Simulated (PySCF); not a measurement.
Ge(H)(Cl)2(Me) (CH₄Cl₂Ge), SMILES [CH3][GeH]([Cl])[Cl].

Geometry optimised at PBE0-D3(BJ)/def2-SVP.

These are PBE/def2-TZVP (PySCF) values and carry that method's errors.

Symmetry labels are those of the subgroup Cs that the program uses (full group Cs).

Computed valence orbital energies around the gap with their symmetry:
| orbital | symmetry | energy (eV) |
|---|---|---|
| HOMO−7 | A" | -10.75 |
| HOMO−6 | A" | -9.49 |
| HOMO−5 | A' | -9.40 |
| HOMO−4 | A' | -9.23 |
| HOMO−3 | A' | -7.89 |
| HOMO−2 | A" | -7.77 |
| HOMO−1 | A" | -7.57 |
| HOMO | A' | -7.38 |
| LUMO | A' | -1.39 |
| LUMO+1 | A" | -0.54 |
| LUMO+2 | A' | 0.02 |
| LUMO+3 | A' | 0.58 |
